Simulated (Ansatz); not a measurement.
AlF$_{3}$H$_{6}$OSi$_{2}$ (`[F][Al-]([F])([F])[O+]([SiH3])[SiH3]`), relaxed with RKS PBE-D4/def2-SVP in Ansatz from a rough embedded geometry. The force threshold is 0.03 eV/Å; the program also tests the step.

The species carries charge 0 and has multiplicity 1.

Start:

```xyz
13

F    -2.056   -1.164    0.245
Al   -0.922   -0.815   -1.135
F    -1.773    0.100   -2.468
F    -0.272   -2.365   -1.782
O     0.532    0.150   -0.527
Si   -0.114    1.616    0.178
Si    1.230   -0.731    0.799
H    -0.741    2.426   -0.847
H     0.968    2.442    0.776
H    -1.090    1.312    1.276
H     1.707   -2.013    0.300
H     0.228   -0.980    1.864
H     2.302    0.021    1.320
```

```
step  energy (eV)  largest force (eV/Å)  largest move (Å)
   1  -32617.3063                 4.782             0.000
   2  -32618.4539                 1.682             0.198
   3  -32618.7833                 0.534             0.168
   4  -32618.8692                 0.247             0.200
   5  -32618.9229                 0.137             0.200
   6  -32618.9782                 0.349             0.199
   7  -32619.0325                 0.450             0.198
   8  -32619.0720                 0.481             0.194
   9  -32619.1029                 0.076             0.177
  10  -32619.1070                 0.249             0.111
  11  -32619.1126                 0.092             0.067
  12  -32619.1150                 0.200             0.117
  13  -32619.1177                 0.101             0.032
  14  -32619.1200                 0.016             0.056
  15  -32619.1215                 0.039             0.093
  16  -32619.1221                 0.047             0.059
  17  -32619.1225                 0.023             0.032
```

End:

```xyz
13

F    -1.191   -2.226   -0.031
Al   -1.042   -0.957   -1.140
F    -2.233    0.245   -1.154
F    -0.359   -1.345   -2.619
O     0.221    0.052   -0.103
Si   -0.085    1.782   -0.076
Si    1.077   -0.896    1.104
H    -0.264    2.208   -1.494
H     1.170    2.357    0.512
H    -1.253    2.067    0.810
H     1.577   -2.116    0.409
H     0.172   -1.167    2.261
H     2.212   -0.006    1.522
```

It took 34 s on 4 threads of an Arm Neoverse V2 on a shared host, with 0.21 GiB of host memory at the peak.
